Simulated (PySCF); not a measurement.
Simulated C 1s region for `C[C]1([GeH3])CC1`, binding energy against the vacuum level.

Every computed line was given a Gaussian of 0.6 eV full width at half maximum and an area set by the number of equivalent atoms; the highest printed point is 100. Level of theory: delta-SCF UKS SCAN, pcX-2 on the ionised atom, pcseg-1 elsewhere, spin-free X2C (PySCF 2.14.0).

```json
{"binding energy (eV)": "289.4", "intensity": "0"}
{"binding energy (eV)": "289.5", "intensity": "0"}
{"binding energy (eV)": "289.6", "intensity": "1"}
{"binding energy (eV)": "289.7", "intensity": "3"}
{"binding energy (eV)": "289.8", "intensity": "6"}
{"binding energy (eV)": "289.9", "intensity": "14"}
{"binding energy (eV)": "290.0", "intensity": "26"}
{"binding energy (eV)": "290.1", "intensity": "44"}
{"binding energy (eV)": "290.2", "intensity": "65"}
{"binding energy (eV)": "290.3", "intensity": "85"}
{"binding energy (eV)": "290.4", "intensity": "98"}
{"binding energy (eV)": "290.5", "intensity": "100"}
{"binding energy (eV)": "290.6", "intensity": "90"}
{"binding energy (eV)": "290.7", "intensity": "72"}
{"binding energy (eV)": "290.8", "intensity": "51"}
{"binding energy (eV)": "290.9", "intensity": "32"}
{"binding energy (eV)": "291.0", "intensity": "18"}
{"binding energy (eV)": "291.1", "intensity": "9"}
{"binding energy (eV)": "291.2", "intensity": "4"}
{"binding energy (eV)": "291.3", "intensity": "1"}
{"binding energy (eV)": "291.4", "intensity": "0"}
{"binding energy (eV)": "291.5", "intensity": "0"}
```

Q: How many maxima does the curve show, and how many computed lines lie under it?

A: The curve has 1 maximum (at 290.5 eV). Under it lie 3 lines from 3 inequivalent carbon sites. At this width some lines have no maximum of their own.

Q: Decompose the envelope and assign each component. Numbering: `[CH3:1][C:2]1([GeH3:3])[CH2:4][CH2:5]1`.

A: 
```
position (eV)  relative area  line  atoms                    environment
       290.29              1  C 1s     C2  sp3 carbon bound to germanium
       290.46              2  C 1s  C4/C5     three-membered-ring carbon
       290.65              1  C 1s     C1                  methyl carbon
```

Q: What are the centre and the root-mean-square width of the whole band?

A: The area-weighted mean of the lines is 290.47 eV. Their own spread about it is 0.13 eV (rms) and each Gaussian has σ = 0.6/2.355 = 0.25 eV; the variances add, which gives 0.28 eV.

Lowest listed C 1s: C2, bonded to 3 C and Ge. Highest, 0.36 eV above it: C1, bonded to C and 3 H. Summing the Pauling electronegativity differences to the bonded atoms, each weighted by its formal bond order, gives -0.54 for the lowest site and -1.05 for the highest; the largest sum, -0.54, belongs to C2, 0.36 eV below the top. The smallest sum, -1.05, belongs to C1, 0.36 eV above the lowest.

No satellites, vibrations or lifetime broadening are included. The first atom of each set that the bonding makes equivalent was ionised and stands for the set. Isolated species at its PBE0-D3(BJ)/def2-SVP geometry, gas phase.
